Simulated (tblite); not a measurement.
Compound: C6H7N2 (doublet state).
Atom-mapped SMILES: `[H]/[N:6]=[C:5](/[C:2]([CH2:1])=[C:3]=[CH2:4])[N:7]=[CH2:8]` (hydrogens: H9, H10 on C1; H11, H12 on C4; H13 on N6; H14, H15 on C8)

A start from a force field or distance geometry was refined with GFN2-xTB geometry optimisation, gas phase in tblite 0.8.0. Values at the start:

| coordinate | start |
| --- | --- |
| C1–C2 | 1.463 Å |
| C1–H9 | 1.108 Å |
| C1–H10 | 1.106 Å |
| C2=C3 | 1.298 Å |
| C2–C5 | 1.438 Å |
| C3=C4 | 1.321 Å |
| C4–H11 | 1.060 Å |
| C4–H12 | 1.066 Å |
| C5=N6 | 1.290 Å |
| C5–N7 | 1.434 Å |
| N6–H13 | 1.064 Å |
| N7=C8 | 1.295 Å |
| C8–H14 | 1.085 Å |
| C8–H15 | 1.080 Å |
| C1–C2–C3 | 117.1° |
| C1–C2–C5 | 126.7° |
| C2–C3–C4 | 179.0° |
| C2–C5–N6 | 118.6° |
| C2–C5–N7 | 118.5° |
| C3–C2–C5 | 116.2° |
| C5–N7–C8 | 120.6° |
| N6–C5–N7 | 122.9° |

**Question.** How do these coordinates change at the GFN2-xTB level?

**Answer.** 
```csv
coordinate,GFN2-xTB (Å or °),change
C1–C2,1.381,-0.082
C5–N7,1.371,-0.063
C2=C3,1.352,+0.054
C2–C5,1.490,+0.052
N6–H13,1.017,-0.047
N7=C8,1.248,-0.047
C1–H9,1.072,-0.036
C3=C4,1.287,-0.034
C1–H10,1.074,-0.032
C5=N6,1.266,-0.024
C4–H11,1.083,+0.023
C4–H12,1.083,+0.017
C8–H15,1.093,+0.013
C8–H14,1.083,-0.002
C5–N7–C8,130.3,+9.7
C1–C2–C5,118.5,-8.2
C1–C2–C3,124.1,+7.0
C2–C5–N7,115.4,-3.1
N6–C5–N7,124.7,+1.8
C3–C2–C5,117.4,+1.2
C2–C5–N6,119.5,+0.9
C2–C3–C4,179.2,+0.2
```

The energy falls by 1.718 eV over 181 L-BFGS steps, the largest force on an atom goes from 4.48 to 0.009 eV/Å, and the atoms move by 1.278 Å rms after alignment. The bond that changes most is C1–C2 (ends: carbon bonded to C and 2 H; carbon bonded to 3 C), which shortens by 0.082 Å. Bonds longer at the end by more than 0.005 Å: 5 of 14; shorter: 8. Among the dihedrals that turn most is H10–C1–C2–C3, from 103° to 0°. Rotational constants go from 3307, 1400, 1228 to 2557, 2144, 1210 MHz.

Its lowest GFN2-xTB frequency is 15 cm⁻¹, too small to tell a flat minimum from a shallow saddle.

One conformer stands for the species.

These are computed values.
